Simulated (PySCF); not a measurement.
Work out the structure from these simulated measurements.

Formula: C7H6O3.

- 13C NMR: chemical shifts (computed TMS as zero) by class: 193.2 (1 C), 168.6 (1 C), 147.8 (1 C), 145.2 (1 C), 137.8 (1 C), 89.0 (1 C), 8.6 (1 C) ppm [GIAO PBE0/pcSseg-1]
- Rotational structure: rotational constants A, B, C: 2.122, 0.815, 0.591 GHz [GFN2-xTB]
- 1H NMR: chemical shifts (computed TMS as zero) by class: 10.38 (1 H), 7.61 (1 H), 6.26 (1 H), 2.63 (3 H) ppm [GIAO PBE0/pcSseg-1]
- Dipole: 3.29 D [PBE0/pcSseg-1]
- NMR, other nuclei: isotropic shieldings of nuclei other than C and H, by class: -317 (1 O), -86 (1 O), 133 (1 O) ppm [GIAO PBE0/pcSseg-1]

Electronic properties: PySCF, gas phase, density fitting. Levels stand in brackets. The structure is a single GFN2-xTB conformer in the gas phase; no vibrational or solvent corrections. GFN2-xTB frequencies show an imaginary mode (22i cm⁻¹), so this geometry is no minimum at that level. NMR classes are plain means over equivalent atoms (diastereotopic ones count apart unless rotation or inversion swaps them), as if these changed places fast.

Q: Give a SMILES that accounts for the data.

A: Numbering: `[CH3:1][C:2]#[C:3]/[CH:4]=[C:5](/[CH:6]=[O:7])[C:8](=[O:9])[OH:10]`. Its formula, C7H6O3, gives 5 degrees of unsaturation: 0 rings and 5 π bonds in the structure found. 7 carbons fall into 7 classes; from least to most shielded: aldehyde carbon [C6] (193.2 ppm), carboxylic acid carbon [C8] (168.6 ppm), alkene CH carbon [C4] (147.8 ppm), alkyne carbon [C2] (145.2 ppm), fully substituted alkene carbon [C5] (137.8 ppm), alkyne carbon [C3] (89.0 ppm), propargylic carbon [C1] (8.6 ppm). Hydrogen classes from least to most shielded: 1 H on an aldehyde carbon, C6 (10.38 ppm), 1 H on an alkene CH carbon, C4 (7.61 ppm), 1 H on an acid hydroxyl oxygen, O10 (6.26 ppm), 3 H on a propargylic carbon, C1 (2.63 ppm). The other shieldings belong to: -317 ppm, aldehyde oxygen [O7]; -86 ppm, acid carbonyl oxygen [O9]; 133 ppm, acid hydroxyl oxygen [O10]. The optimised geometry has point group Cs and is an asymmetric top. Structure: `CC#C/C=C(/C=O)C(=O)O`. Computed isomers that give other values at the same levels: `O=C1CO[C@H]1c1ccco1` (13C chemical shifts (computed TMS as zero) by class: 209.1 (1 C), 156.4 (1 C), 147.1 (1 C), 118.8 (1 C), 118.1 (1 C), 101.2 (1 C), 92.4 (1 C) ppm); `O=C(O)c1cccc(O)c1` (13C chemical shifts (computed TMS as zero) by class: 171.0 (1 C), 163.7 (1 C), 135.4 (1 C), 134.2 (1 C), 127.7 (1 C), 125.6 (1 C), 121.3 (1 C) ppm); `O=C(O)[C@]12C=C[C@H](C=C1)O2` (13C chemical shifts (computed TMS as zero) by class: 177.1 (1 C), 158.3 (2 C), 155.8 (2 C), 94.8 (1 C), 86.1 (1 C) ppm). The assignments are read from this structure; whether some other isomer fits the data as well wasn't checked.

The values belong to the conformer `[CH3:1][C:2]#[C:3]/[CH:4]=[C:5](/[CH:6]=[O:7])[C:8](=[O:9])[OH:10]`: C4–C5–C6–O7 0°, C4–C5–C8–O9 0°, H–O10–C8–C5 180°.
